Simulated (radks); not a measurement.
Lu II, configuration [Xe] 4f14 6s2 (the NIST ground configuration).

Calculated with a radial shooting solver on a logarithmic mesh with Libxc functionals: Dirac Kohn-Sham, PBE, spin-unpolarised, spherical densities, finite nucleus; Fermi nuclear charge, rms radius 5.37 fm.

Energy parts (eV):
total: -396714.96
kinetic: 442073.61
electron-nucleus: -985834.29
Hartree: 155259.59
exchange-correlation: -8213.86

Orbitals (lengths in bohr, moments of r in powers of bohr; <r^-3> diverges for s and p1/2; r(90%) holds 90 % of the orbital's charge):
| orbital | occ. | eigenvalue (eV) | <r^4> | <r> | r(90%) | <r^-3> |
|---|---|---|---|---|---|---|
| 1s1/2 | 2 | -63152.37 | 7.076e-07 | 0.01932 | 0.0351 | - |
| 2s1/2 | 2 | -10751.17 | 0.0001076 | 0.08125 | 0.127 | - |
| 2p1/2 | 2 | -10263.56 | 0.00006533 | 0.06740 | 0.112 | - |
| 2p3/2 | 4 | -9146.085 | 0.00009203 | 0.07502 | 0.122 | 14150 |
| 3s1/2 | 2 | -2443.138 | 0.004025 | 0.2122 | 0.312 | - |
| 3p1/2 | 2 | -2227.075 | 0.003580 | 0.2020 | 0.304 | - |
| 3p3/2 | 4 | -1988.720 | 0.004618 | 0.2162 | 0.324 | 3144 |
| 3d3/2 | 4 | -1621.436 | 0.003187 | 0.1898 | 0.296 | 539.7 |
| 3d5/2 | 6 | -1569.395 | 0.003446 | 0.1942 | 0.301 | 465.5 |
| 4s1/2 | 2 | -493.3823 | 0.09709 | 0.4779 | 0.687 | - |
| 4p1/2 | 2 | -405.3421 | 0.1077 | 0.4850 | 0.706 | - |
| 4p3/2 | 4 | -351.1270 | 0.1397 | 0.5177 | 0.754 | 715.1 |
| 4d3/2 | 4 | -206.2769 | 0.1889 | 0.5410 | 0.814 | 106.0 |
| 4d5/2 | 6 | -196.3808 | 0.2056 | 0.5525 | 0.831 | 89.60 |
| 4f5/2 | 6 | -19.2848 | 1.334 | 0.7133 | 1.23 | 14.31 |
| 4f7/2 | 8 | -17.7604 | 1.508 | 0.7287 | 1.26 | 13.60 |
| 5s1/2 | 2 | -69.7994 | 3.543 | 1.170 | 1.69 | - |
| 5p1/2 | 2 | -45.3900 | 5.944 | 1.309 | 1.92 | - |
| 5p3/2 | 4 | -38.4260 | 8.281 | 1.419 | 2.09 | 89.80 |
| 6s1/2 | 2 | -11.0444 | 216.8 | 3.267 | 4.74 | - |

The highest occupied level is 6s1/2 at -11.044 eV. Summed over all electrons, <r^2> = 56.50 bohr^2, which gives a Langevin (diamagnetic) susceptibility term of -44.7 x 10^-6 cm^3/mol.
